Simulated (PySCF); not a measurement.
## Finite-field polarisability of C (carbon, neutral)

[He] 2s2 2p2, high-spin 3P determinant. All numbers are calculated (PySCF 2.14, the non-relativistic Hamiltonian (point nucleus), in aug-cc-pVQZ). Frozen: 1s2. Energy changes in a uniform field (μhartree):

| axis | F (au) | HF | MP2 | CCSD | CCSD(T) |
| --- | --- | --- | --- | --- | --- |
| x | 0.0043 | -100.829 | -89.801 | -94.714 | -95.373 |
| x | 0.0086 | -403.389 | -359.514 | -379.014 | -381.647 |
| y | 0.004 | -100.083 | -99.079 | -99.219 | -99.829 |
| y | 0.008 | -400.691 | -396.769 | -397.359 | -399.816 |

By symmetry the remaining axis equals y.

(1) Derive α along x at CCSD(T) from the two fields.

(2) And the mean polarisability at each level?

Results:

(1) With ΔE = −αF²/2 − γF⁴/24, α = −(16 ΔE(F) − ΔE(2F))/(6F²) = 10.31 bohr³.

(2) The components xx, yy, zz at CCSD(T) are 10.31, 12.47, 12.47, the third axis being equal by symmetry to one of the two computed. Means: HF 11.97, MP2 11.49, CCSD 11.68, CCSD(T) 11.75 bohr³. Reference: 11.3 ± 0.4 bohr³ (recommended; Schwerdtfeger and Nagle, table of static dipole polarizabilities (2023 update)).
